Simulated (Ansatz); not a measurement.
C2H3ClFIn (SMILES C=[CH][In]([F])[Cl]), singlet, geometry from GFN2-xTB (such geometries of metal compounds can be far from the true shape) (all electrons, no relativity), with bond 6-4 at 1.8 times its length; SC-NEVPT2/STO-3G, CASSCF(4,3) (Ansatz, a quantum-chemistry and plane-wave program).

Here is a job for Ansatz.
Ansatz 0.2 input:
```yaml
crystal:
  periodic: [false, false, false]
  atoms:
    - {symbol: In, position_ang: [-0.07179626, -0.13690190, 0.13177180]}
    - {symbol: F, position_ang: [-0.74860769, -1.38757929, 1.52082593]}
    - {symbol: Cl, position_ang: [0.65714310, 1.86121984, 1.03391519]}
    - {symbol: C, position_ang: [-0.25233904, -1.11237098, -1.86172087]}
    - {symbol: C, position_ang: [0.11880281, -0.52109555, -2.97170162]}
    - {symbol: H, position_ang: [-1.00844490, -2.89809151, -1.74089835]}
    - {symbol: H, position_ang: [0.02164986, -1.01539432, -3.93166503]}
    - {symbol: H, position_ang: [0.53601882, 0.47630089, -2.99401287]}
basis:
  gaussian:
    orbitals: STO-3G
magnetization: {spin_polarized: false}
correlation: {method: sc_nevpt2, electrons: all, active_space: {window: {electrons: 4, orbitals: 3}}}
```

Output, abridged:

```
Functional definition: HF
713 factors; integrals over basis functions are off by at most 9.9e-5 eV
mean field evaluation 1: about -171751.3545 eV, gradient 2.4e1 eV
mean field evaluation 2: about -171751.4154 eV, gradient 2.4e1 eV
mean field evaluation 4: about -171755.1131 eV, gradient 3.5e0 eV
mean field evaluation 8: about -171755.1780 eV, gradient 1.1e-1 eV
mean field -171755.17816122 eV, -6311.8863775835 hartree, gradient 1.5e-6 eV, S^2 0.000000; 0 other end points of the search recorded, 0 dependent functions left out; unrestricted orbitals would lower it
reference -171755.17816122 eV, -6311.8863775835 hartree; 45, 45 occupied and 9, 9 virtual orbitals, 713 factors
state -171757.38392861 eV, -6311.9674380403 hartree
state -171757.38392861 eV, -6311.9674380403 hartree; corrected -171761.68470955 eV, -6312.1254888245 hartree
Total energy: -171761.68470955 eV, -6312.1254888245 hartree
```
